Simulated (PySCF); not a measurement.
Working out the ionisation energy of Si+

Si+ [Ne] 3s2 3p1 (2P) → Si(2+) [Ne] 3s2 (1S). All numbers are calculated (PySCF 2.14, no relativity, point nucleus, in aug-cc-pwCVDZ (6s5p3d, 36 functions)). Frozen: 1s2. Energies in hartree (1 hartree = 27.21139 eV):

```json
{"part": "UHF", "Si+ (lower)": "-288.570061", "Si(2+) (upper)": "-287.988634"}
{"part": "CCSD correlation", "Si+ (lower)": "-0.193103", "Si(2+) (upper)": "-0.183133"}
{"part": "(T)", "Si+ (lower)": "-0.002278", "Si(2+) (upper)": "-0.001715"}
```

**Question.** What does Hartree-Fock give?

**Answer.** (-287.988634) − (-288.570061) = 0.581427 hartree = 15.821 eV.

**Question.** What do CCSD and CCSD(T) give?

**Answer.** The CCSD correlation energies differ by 0.009970 hartree = 0.271 eV and the triples by 0.000563 hartree = 0.015 eV, so CCSD gives 16.092 eV and CCSD(T) 16.107 eV.

Measured between the centres of the two terms (NIST): 16.322 eV, so CCSD(T) (valence and next inner shell) is off by -0.215 eV.

A double-zeta basis recovers only part of the correlation energy.

What remains against the reference includes basis incompleteness, the frozen core and higher excitations.
